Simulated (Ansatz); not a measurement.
Consider the ligand exchange at the Si–C bond: `N[SiH2]C[SiH2]Cl` + `B[SeH]` → `B[Se][SiH2]Cl` + `C[SiH2]N`.

Gas-phase electronic energies from Ansatz, PBE0-D4/def2-TZVP geometries. CCSD(T)/CBS is the MP2 limit (def2-TZVPP, def2-QZVPP) plus CCSD(T) − MP2 in def2-TZVPP, frozen cores. DFT in def2-TZVPP. For Se outer-core shells are correlated without core-valence functions, which leaves a few kJ/mol of doubt a bond. Scalar relativity is left out up to krypton. One conformer a species, not always the lowest.

| level | ΔE (kcal/mol) |
| --- | --- |
| PBE-D4 | -10.9 |
| PBE0 | -11.1 |
| MP2/def2-TZVPP | -10.8 |
| MP2/def2-QZVPP | -11.4 |

Q: What does CCSD(T)/CBS give? (Best estimate.)

A: The calculation gave: -10.7 kcal/mol. The listed levels differ from it by -0.2, -0.4, -0.1, -0.7 kcal/mol.

Largest T1 diagnostic among the species: 0.013.
